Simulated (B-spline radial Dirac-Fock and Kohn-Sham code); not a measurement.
These are calculated numbers from an atomic code on a B-spline grid; the model is relaxed Dirac-Fock hole states (ΔSCF) with Breit and QED corrections and a finite nucleus. Free neutral atoms.

Problem. Order these X-ray lines by photon energy, lowest first.
A. Ga Lα2
B. Pr Mζ1
C. Ge Lα1
D. Cu Lβ1
E. Tm Mζ1
F. Mg Kα2

Solution. B (703.4 eV), D (951.2 eV), A (1099.7 eV), E (1129.5 eV), C (1190.1 eV), F (1254.3 eV).
